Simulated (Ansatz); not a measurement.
Geometry optimisation, RKS PBE-D4/def2-SVP in Ansatz 0.2.0.

Input file:

```yaml
crystal:
  periodic: [false, false, false]
  atoms:
    - { symbol: B, position_ang: [-1.4233, -0.6008, -0.3742] }
    - { symbol: C, position_ang: [-0.0212, -0.2261, 0.0981] }
    - { symbol: C, position_ang: [0.645, -1.0925, 0.8237] }
    - { symbol: Al, position_ang: [0.8466, 1.5287, -0.4091] }
    - { symbol: F, position_ang: [-0.1719, 2.6757, -1.4185] }
    - { symbol: H, position_ang: [-2.0771, 0.2374, -1.0398] }
    - { symbol: H, position_ang: [-1.9502, -1.5843, -0.1003] }
    - { symbol: H, position_ang: [1.7227, -0.8429, 1.1646] }
    - { symbol: H, position_ang: [-0.5654, 0.47466, 0.73126] }
    - { symbol: H, position_ang: [2.2528, 1.8908, 0.0945] }
basis:
  gaussian: { orbitals: def2-SVP }
hamiltonian:
  xc: pbe
  dispersion: d4
relax:
  f_tol: 0.02
  max_steps: 50
```

Command:

```bash
$ ansatz run input.yaml --threads 2 --pin off --max-ram 3072MiB --backend cpu --events-out ev --progress --plain --runs-dir out
```

Task: Where does it end, and by what steps?

Result: The forces met the threshold. The force dipped under the threshold on the way, but the program's further checks kept it going. After 49 steps the energy has fallen by 4.805 eV; F5 moved furthest, 3.60 Å. Parted: C2–Al4 (2.02 → 2.91 Å). Joined: C3–Al4 (2.90 → 1.96 Å).

```csv
step,energy less start (eV),largest force component (eV/Å),accepted
0,0.0000,4.947,yes
2,-1.4982,2.381,yes
4,-1.9326,1.016,yes
6,-2.0503,0.721,yes
8,-2.1869,0.357,yes
10,-2.3270,1.104,yes
12,-2.4504,0.441,yes
14,-2.4153,0.859,no
16,-2.4998,0.387,yes
18,-2.5163,0.147,yes
20,-2.5277,0.289,yes
22,-2.6171,2.676,yes
24,-3.5976,2.718,yes
26,-4.3372,2.219,yes
28,-4.5669,0.565,yes
30,-4.6562,0.589,yes
32,-4.7368,0.363,yes
34,-4.7628,0.609,yes
36,-4.7915,0.336,yes
38,-4.8017,0.060,yes
40,-4.8029,0.085,yes
42,-4.8038,0.052,yes
44,-4.8048,0.037,yes
46,-4.8051,0.035,yes
48,-4.8050,0.037,no
49,-4.8052,0.008,yes
```

```xyz
10
Properties=species:S:1:pos:R:3
B -1.806 -1.042 0.094
C -0.799 0.136 0.219
C 0.454 0.093 -0.333
Al 1.679 1.613 -0.155
F 3.200 1.541 -0.867
H -2.924 -0.981 0.572
H -1.460 -2.048 -0.501
H 0.720 -0.837 -0.874
H -1.093 1.056 0.768
H 1.287 2.929 0.647
```

Run time: 67 s on 2 threads of Intel(R) Xeon(R) Platinum 8488C (Sapphire Rapids) (shared host), peak memory 0.17 GiB.
